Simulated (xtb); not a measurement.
C₂H₆ClGa, SMILES C[CH2][GaH][Cl]. All values are semi-empirical tight-binding results from xtb (GFN2-xTB unless named), good for trends rather than for accurate numbers. Geometry optimised at GFN2-xTB. The structure was generated by enumeration; whether it is a known compound was not checked. The values are those of a single conformer.

Optimised geometry:

Bond lengths (Å): Ga1–H2 1.590, Ga1–Cl3 2.091, Ga1–C4 2.054, C4–C5 1.530, C4–H6 1.097, C4–H7 1.097, C5–H8 1.092, C5–H9 1.091, C5–H10 1.090. Angles (°): H2–Ga1–Cl3 115.2, H2–Ga1–C4 120.3, Cl3–Ga1–C4 124.5, Ga1–C4–C5 110.5, Ga1–C4–H6 109.3, Ga1–C4–H7 109.2, C5–C4–H6 110.7, C5–C4–H7 110.7, H6–C4–H7 106.3, C4–C5–H8 110.6, C4–C5–H9 110.6, C4–C5–H10 111.0, H8–C5–H9 107.7, H8–C5–H10 108.4, H9–C5–H10 108.4.

For metal compounds this method's bond lengths and energies can be far off.

Computed properties:
```yaml
point_group_as_xtb_finds_it: Cs
orbital_gap: 4.38 eV
zero_point_energy: 43.2 kcal/mol
G − E(el) at 298.15 K (modified RRHO): 23.1 kcal/mol
```

Computed atomic charges and the Wiberg bond orders between heavy atoms:
charges (e) Ga1 0.09, H2 -0.06, Cl3 -0.12, C4 -0.10, C5 -0.10, H6 0.06, H7 0.06, H8 0.06, H9 0.05, H10 0.05. Bond orders Ga1–Cl3 1.31, Ga1–C4 0.87, C4–C5 1.01.
